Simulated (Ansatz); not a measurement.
`Cl[SiH2]C#C[SiH2]Cl`, relaxed with RKS PBE0-D4/def2-TZVP in the Gaussian-basis code of Ansatz from a PBE-D4/def2-SVP geometry. The force threshold is 0.005 eV/Å; the program also tests the step.

Charge 0, multiplicity 1.

Start:

```xyz
10

Cl   -3.148   -1.344    1.420
Si   -1.138   -1.090    1.882
C    -0.290   -0.275    0.471
C     0.290    0.273   -0.473
Si    1.138    1.088   -1.882
Cl    3.142    1.369   -1.408
H    -0.522   -2.433    2.121
H    -1.026   -0.220    3.095
H     0.508    2.423   -2.134
H     1.046    0.209   -3.091
```

```
step  energy (eV)  largest force (eV/Å)  largest move (Å)
   1  -42925.7913                 1.317             0.000
   2  -42925.8532                 0.087             0.049
   3  -42925.8555                 0.068             0.015
   4  -42925.8556                 0.007             0.002
   5  -42925.8556                 0.000             0.001
```

End:

```xyz
10

Cl   -3.103   -1.328    1.405
Si   -1.123   -1.078    1.863
C    -0.285   -0.270    0.463
C     0.286    0.268   -0.463
Si    1.124    1.076   -1.863
Cl    3.097    1.352   -1.394
H    -0.521   -2.407    2.096
H    -1.020   -0.218    3.060
H     0.507    2.396   -2.110
H     1.038    0.208   -3.056
```

It took 32 s on 4 threads of a server CPU on a shared host, with 0.78 GiB of host memory at the peak.
